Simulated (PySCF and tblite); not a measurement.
The numbers below are computed, except where a source is named.
System: C₃H₁₂AsBSi, numbered as in [CH3:1][B:2]([CH3:3])[As:4]([CH3:5])[SiH3:6].

For the pyramidal inversion at As4: electronic barrier 9.43 kcal/mol, zero-point change -0.10 kcal/mol, thermal and entropy terms at 200 K a further 0.05 kcal/mol (symmetry numbers apart). The minimum is C1, the saddle Cs. Level: BP86/pcSseg-1 + D3(BJ) on GFN2-xTB stationary points, with GFN2-xTB thermal terms. Rates follow Eyring's equation with the number of equivalent paths and no tunnelling. Run with tblite and PySCF.

Problem. How many equivalent paths lead out of the minimum?

Solution. 1: the symmetry number of the minimum is 1, that of the saddle displaced along its mode 1.

Problem. Work out the rate at 200 K.

Solution. ΔG‡ = 9.38 kcal/mol; k_B T/h = 4.2×10¹² s⁻¹; exp(−ΔG‡/RT) = 5.6×10⁻¹¹; times 1 gives k = 234 s⁻¹. Wigner's tunnelling factor for the 154i cm⁻¹ mode would be 1.05.

Spin–orbit effects of heavy atoms on shieldings are missing.
